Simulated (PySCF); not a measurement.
SiFBr, SMILES F[Si]Br (connectivity only; charge and spin as stated), neutral, multiplicity 1. The structure is a stationary point at ωB97X-D3(BJ)/def2-TZVP.

PySCF with TDDFT-PBE0/def2-SVPD puts the lowest singlet excitations at 4.13, 4.81, 5.46, 6.86, 7.11, 7.43 eV.

Question: What are the lowest excitation roots from ADC(2)/aug-cc-pVDZ in PySCF? (The exact figures need the calculation; the answer reports its results.)

Answer: 4.25, 5.24, 5.70, 6.82, 7.09, 7.48 eV. S1 differs by 0.12 eV (second minus first; roots are paired by order, and the bases may differ).
